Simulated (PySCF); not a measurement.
```xyz
3
charge 0 multiplicity 1, angstrom
Te   -0.0629    0.0000   -0.2224
N    -1.5418    0.0000    0.8303
F     1.5687    0.0000    0.9107
```

All numbers come from PBE/[Te def2-TZVP with ECP28, N def2-TZVP, F def2-TZVP], scalar-relativistic core potentials, density fitting, no spin–orbit coupling, PySCF.

This geometry of FTeN is a stationary point at this level.

(1) What is the point group?

(2) Is it a minimum?

(3) List the harmonic modes with their infrared intensities.

(4) Give the ideal-gas entropy at 298.15 K and 1 bar by parts.

Results:

(1) Cs.

(2) Yes: all harmonic wavenumbers are real.

(3) 
```
symmetry  ω (cm⁻¹)  IR (km/mol)     type
      a'       214          9.9     bend
      a'       510         95.5  stretch
      a'       912          4.5  stretch
```

(4) translation 172.4, rotation 100.6, vibration 11.6, spin 0.0; total 284.6 J/(mol K).

Other isomers or separated fragments may lie lower.
